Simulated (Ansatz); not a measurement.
System: disulfane, H2S2, charge 0, multiplicity 1. 
Coordinates optimised at B3LYP-D3(BJ)/def2-TZVP (Ansatz, an electronic-structure program):
```
S
H 1 1.3476
S 1 2.0719 2 98.52
H 3 1.3476 1 98.52 2 -90.39
```

Quantity: vertical ionisation energy (to the doublet state of charge +1; each state is the SCF solution reached for its spin), in eV. Valence correlation only, unless marked. UHF or UKS for open shells. Spin-orbit coupling is left out. Non-relativistic. CBS(X,Y): correlation extrapolated as X^-3; Hartree-Fock from the larger set. [CCSD(T)-MP2]/basis is that difference in the basis named.

```csv
level,program,vertical ionisation energy (eV)
SCS-MP2/def2-SVPD,Ansatz,9.96
"RI-MP2/CBS(aug-cc-pV(T+d)Z,aug-cc-pV(Q+d)Z)+[CCSD(T)-MP2]/aug-cc-pV(T+d)Z",Ansatz,(withheld)
```

**Question.** Complete the blanks.

**Answer.** 
- RI-MP2/CBS(aug-cc-pV(T+d)Z,aug-cc-pV(Q+d)Z)+[CCSD(T)-MP2]/aug-cc-pV(T+d)Z, vertical ionisation energy (eV): 10.18
